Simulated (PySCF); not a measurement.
Au: ionisation energy

Au [Xe] 4f14 5d10 6s1 (2S) → Au⁺ [Xe] 4f14 5d10 (1S), as a difference of total energies. All numbers are calculated (PySCF 2.14, scalar relativity by spin-free X2C-1e, in x2c-TZVPPall with one added diffuse shell each of s, p, d, f type (12s8p8d4f1g, 113 functions)). Correlated levels: valence and next inner shell: [Kr] 4d10 4f14 frozen. The calculations carry no spin-orbit coupling.

```json
{"method": "UHF", "ionisation energy (eV)": "7.710"}
{"method": "MP2 (valence and next inner shell)", "ionisation energy (eV)": "9.323"}
{"method": "SCS-MP2 (valence and next inner shell)", "ionisation energy (eV)": "9.077"}
{"method": "CCSD (valence and next inner shell)", "ionisation energy (eV)": "8.991"}
{"method": "CCSD(T) (valence and next inner shell)", "ionisation energy (eV)": "9.116"}
```

Problem. How much does correlation contribute at CCSD(T) (valence and next inner shell)?

Solution. 9.116 − (7.710) = 1.406 eV, measured against UHF.

Errors of the correlated levels include the incompleteness of this basis and the frozen core.

For comparison: 9.226 eV (measured; NIST Atomic Spectra Database, ionization energies).
